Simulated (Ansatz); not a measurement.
Born–Oppenheimer molecular dynamics of C$_{3}$H$_{9}$BO (14 atoms, charge 0, multiplicity 1). It starts at the highest image of a converged band. Of that band: The profile has 2 maxima (images 1, 6) with wells between them (image 2): this band takes more than one step, which may be the mechanism or a detour left from its start path. Neighbouring images differ by up to 3.3 eV, so the band resolves the path poorly. A vibrational analysis at the climbing image gives one clearly imaginary mode, 1586i cm⁻¹: a first-order saddle point.

These are results of RKS PBE0/6-31G* in Ansatz, not measurements.

```yaml
ensemble: NVE (velocity Verlet)
time_step: 0.5 fs
steps_asked: 200
starting_velocities_drawn_for: 100 K
seed: 5242
```

Frames 1 fs apart, positions in Å.

Velocities at 10.0 fs (Å/ps):

```
C 0.88 -3.33 1.71
B 0.30 -3.18 2.11
C -1.49 1.22 -1.34
C 3.60 2.04 0.86
O -0.43 -0.10 -2.02
H -10.02 9.90 -14.20
H -25.36 31.73 -14.54
H 2.21 -7.52 2.43
H -11.19 0.31 3.52
H 3.07 2.36 3.35
H 0.69 -8.56 4.97
H 16.47 -2.08 8.22
H -8.92 7.40 -0.10
H 1.15 2.93 1.14
```

```xyz
14
Properties=species:S:1:pos:R:3 time_fs=10.0 energy_less_start_eV=-0.040 T=127
C -1.709 -1.557 0.634
B -0.480 -0.580 0.830
C 0.684 -0.139 -0.167
C 0.584 1.352 -0.569
O 1.619 1.779 -1.484
H -2.162 -1.381 1.589
H -1.025 -1.204 -0.176
H -2.240 -2.232 -0.032
H -0.498 -0.087 1.899
H 1.663 -0.350 0.275
H 0.669 -0.672 -1.128
H -0.388 1.595 -1.032
H 0.675 1.953 0.346
H 2.448 1.667 -0.990
14
Properties=species:S:1:pos:R:3 time_fs=11.0 energy_less_start_eV=-0.155 T=201
C -1.708 -1.560 0.636
B -0.480 -0.584 0.833
C 0.682 -0.137 -0.169
C 0.588 1.354 -0.568
O 1.618 1.779 -1.485
H -2.174 -1.369 1.574
H -1.054 -1.168 -0.193
H -2.237 -2.241 -0.029
H -0.511 -0.086 1.904
H 1.666 -0.347 0.279
H 0.670 -0.682 -1.123
H -0.370 1.592 -1.024
H 0.665 1.961 0.347
H 2.448 1.670 -0.990
14
Properties=species:S:1:pos:R:3 time_fs=12.0 energy_less_start_eV=-0.324 T=310
C -1.706 -1.564 0.638
B -0.479 -0.588 0.835
C 0.680 -0.136 -0.171
C 0.593 1.356 -0.567
O 1.617 1.779 -1.487
H -2.192 -1.351 1.560
H -1.092 -1.120 -0.213
H -2.231 -2.253 -0.024
H -0.526 -0.082 1.910
H 1.668 -0.344 0.284
H 0.673 -0.694 -1.119
H -0.353 1.589 -1.018
H 0.653 1.970 0.347
H 2.446 1.674 -0.993
14
Properties=species:S:1:pos:R:3 time_fs=13.0 energy_less_start_eV=-0.574 T=471
C -1.703 -1.569 0.639
B -0.477 -0.594 0.838
C 0.679 -0.134 -0.174
C 0.599 1.359 -0.565
O 1.616 1.778 -1.488
H -2.218 -1.327 1.545
H -1.145 -1.059 -0.234
H -2.221 -2.268 -0.016
H -0.543 -0.075 1.916
H 1.668 -0.339 0.290
H 0.677 -0.706 -1.115
H -0.341 1.586 -1.018
H 0.641 1.978 0.348
H 2.443 1.678 -0.998
14
Properties=species:S:1:pos:R:3 time_fs=14.0 energy_less_start_eV=-0.916 T=691
C -1.698 -1.573 0.641
B -0.475 -0.600 0.841
C 0.677 -0.133 -0.178
C 0.606 1.361 -0.562
O 1.614 1.776 -1.488
H -2.252 -1.296 1.528
H -1.215 -0.985 -0.255
H -2.207 -2.287 -0.007
H -0.563 -0.066 1.920
H 1.664 -0.333 0.295
H 0.681 -0.719 -1.111
H -0.337 1.584 -1.023
H 0.629 1.986 0.348
H 2.441 1.683 -1.004
14
Properties=species:S:1:pos:R:3 time_fs=15.0 energy_less_start_eV=-1.309 T=943
C -1.692 -1.578 0.642
B -0.472 -0.608 0.845
C 0.675 -0.131 -0.181
C 0.613 1.363 -0.560
O 1.612 1.775 -1.489
H -2.293 -1.261 1.505
H -1.306 -0.900 -0.271
H -2.188 -2.310 0.004
H -0.583 -0.053 1.919
H 1.656 -0.326 0.300
H 0.687 -0.732 -1.107
H -0.338 1.582 -1.033
H 0.619 1.993 0.348
H 2.442 1.688 -1.012
14
Properties=species:S:1:pos:R:3 time_fs=16.0 energy_less_start_eV=-1.667 T=1173
C -1.684 -1.582 0.643
B -0.468 -0.616 0.849
C 0.674 -0.130 -0.185
C 0.620 1.365 -0.557
O 1.610 1.774 -1.489
H -2.338 -1.224 1.472
H -1.418 -0.808 -0.278
H -2.162 -2.338 0.017
H -0.603 -0.038 1.914
H 1.647 -0.319 0.305
H 0.692 -0.743 -1.102
H -0.342 1.581 -1.047
H 0.610 1.998 0.348
H 2.446 1.693 -1.019
14
Properties=species:S:1:pos:R:3 time_fs=17.0 energy_less_start_eV=-1.906 T=1326
C -1.676 -1.584 0.643
B -0.464 -0.625 0.853
C 0.673 -0.129 -0.188
C 0.627 1.367 -0.554
O 1.608 1.772 -1.489
H -2.385 -1.190 1.428
H -1.548 -0.716 -0.272
H -2.129 -2.369 0.032
H -0.622 -0.022 1.904
H 1.637 -0.312 0.311
H 0.698 -0.751 -1.098
H -0.345 1.580 -1.061
H 0.604 2.002 0.348
H 2.453 1.698 -1.027
14
Properties=species:S:1:pos:R:3 time_fs=18.0 energy_less_start_eV=-1.985 T=1377
C -1.667 -1.584 0.643
B -0.460 -0.635 0.856
C 0.672 -0.129 -0.191
C 0.633 1.369 -0.552
O 1.605 1.770 -1.488
H -2.429 -1.164 1.375
H -1.690 -0.631 -0.250
H -2.089 -2.403 0.048
H -0.639 -0.004 1.889
H 1.627 -0.305 0.317
H 0.703 -0.758 -1.093
H -0.343 1.577 -1.074
H 0.600 2.005 0.348
H 2.461 1.703 -1.036
14
Properties=species:S:1:pos:R:3 time_fs=19.0 energy_less_start_eV=-1.920 T=1336
C -1.660 -1.581 0.643
B -0.456 -0.644 0.860
C 0.671 -0.129 -0.193
C 0.637 1.371 -0.550
O 1.603 1.769 -1.488
H -2.468 -1.149 1.315
H -1.836 -0.563 -0.211
H -2.042 -2.438 0.066
H -0.653 0.014 1.870
H 1.621 -0.299 0.324
H 0.708 -0.761 -1.089
H -0.334 1.573 -1.083
H 0.600 2.006 0.348
H 2.469 1.708 -1.047
14
Properties=species:S:1:pos:R:3 time_fs=20.0 energy_less_start_eV=-1.755 T=1230
C -1.655 -1.575 0.641
B -0.451 -0.652 0.863
C 0.670 -0.130 -0.195
C 0.640 1.373 -0.549
O 1.601 1.767 -1.487
H -2.501 -1.150 1.254
H -1.978 -0.515 -0.157
H -1.987 -2.471 0.084
H -0.663 0.033 1.847
H 1.619 -0.294 0.332
H 0.712 -0.763 -1.087
H -0.320 1.568 -1.087
H 0.602 2.007 0.349
H 2.475 1.714 -1.060
14
Properties=species:S:1:pos:R:3 time_fs=21.0 energy_less_start_eV=-1.541 T=1093
C -1.652 -1.567 0.637
B -0.447 -0.660 0.865
C 0.669 -0.131 -0.195
C 0.641 1.374 -0.549
O 1.600 1.765 -1.486
H -2.526 -1.167 1.198
H -2.108 -0.491 -0.092
H -1.925 -2.499 0.103
H -0.668 0.052 1.824
H 1.620 -0.290 0.341
H 0.716 -0.762 -1.086
H -0.301 1.563 -1.089
H 0.607 2.006 0.351
H 2.478 1.719 -1.074
```

Of the whole run (100 fs, mean temperature of the second half 1187 K): The conserved energy stayed within 1.1 meV per atom of its start (net change -0.84 meV per atom), so the integration is sound. The system heated up, since it started high on the potential surface and ran downhill. A run of 0.1 ps of so small a system gives no equilibrium averages. The orbitals stay closed-shell, which can raise the energy where a bond breaks towards radicals; this wasn't checked here.

The run took 6 min on 2 threads of Arm Neoverse V2, with other jobs on the host, peak memory 0.19 GiB.
